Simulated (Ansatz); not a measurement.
Reaction (formal exchange of groups at a Zn–O bond): `C[O][Zn][CH3]` + `[SiH3]Cl` → `[CH3][Zn][SiH2]Cl` + CH₃OH

Gas-phase electronic energies from Ansatz, PBE0-D4/def2-TZVP geometries. CCSD(T)/CBS is the MP2 limit (def2-TZVPP, def2-QZVPP) plus CCSD(T) − MP2 in def2-TZVPP, frozen cores. This one scheme is used for every species. Functionals use def2-TZVPP. HSE06 is defined as in plane-wave codes. For Zn outer-core shells are correlated without core-valence functions, which leaves a few kJ/mol of doubt a bond. Scalar relativity is left out up to krypton. One conformer a species, not always the lowest.

| level | ΔE (kJ/mol) |
| --- | --- |
| PBE-QIDH | 16.8 |
| BLYP | 22.2 |
| HSE06 | 6.8 |
| CCSD(T)/def2-SVP | 27.2 |

(1) What does CCSD(T)/CBS give? (An estimate is asked.)

Largest T1 diagnostic among the species: 0.015.

Results:

(1) The calculation gave: +21.6 kJ/mol. The listed levels differ from it by -4.8, 0.6, -14.8, 5.6 kJ/mol.

Leaving LDA and LC-ωPBE aside and taking each functional with its dispersion term where it has one, the values, not all of them listed here, spread over 20.1 kJ/mol, from HSE06-D4 to B2PLYP. LDA lies +3.7 kJ/mol from PBE without D4. At CCSD(T), def2-SVP lies +5.6 kJ/mol from the extrapolated value and def2-TZVPP +2.1 kJ/mol. From r2SCAN to r2SCAN0 (25 % exact exchange), in def2-TZVPP and without D4, ΔE moves by −4.2 kJ/mol.
